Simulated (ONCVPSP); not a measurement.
# Transferability test, ONCV potential for aluminium (Al)

ONCVPSP 4.0.1 input, shortened (lines: element, Z, core and valence counts, functional; n l f; lmax; l rc ep ncon nbas qcut; lloc lpopt rc5 dvloc0; l nproj debl; icmod fcfact rcfact), PBEsol, scalar-relativistic:

```
  Al 13.00    3    2  -116133      upf
    1    0    2.00
    2    0    2.00
    2    1    6.00
    3    0    2.00
    3    1    1.00
    1
    0    1.95    0.00    4    9    3.10
    1    2.95    0.00    4    9    2.80
    0    5    1.95    0.00
    0    0    3.00
    1    1    1.00
    3    3.50    1.45
```

Energies are relative to the spin-unpolarised reference configuration 3s2 3p1; without spin polarisation the order of configurations can differ from experiment.

Task: Give the all-electron excitation energy and the error of the potential for: 3s2 3p0; 3s1 3p0; 3s2 3p0.5; 3s1 3p1.

Result:

| valence configuration | charge | ΔE all-electron (eV) | error AE − PS (meV) |
| --- | --- | --- | --- |
| 3s2 3p0 | +1 | 5.736 | +1.0 |
| 3s1 3p0 | +2 | 24.907 | -29 |
| 3s2 3p0.5 | +0.5 | 2.074 | +0.4 |
| 3s1 3p1 | +1 | 11.527 | -3.0 |

Levels in the configuration 3s2 3p0.5:

```
level  all-electron (eV)  pseudo (eV)
   3s            -11.057      -11.055
   3p             -5.676       -5.674
```
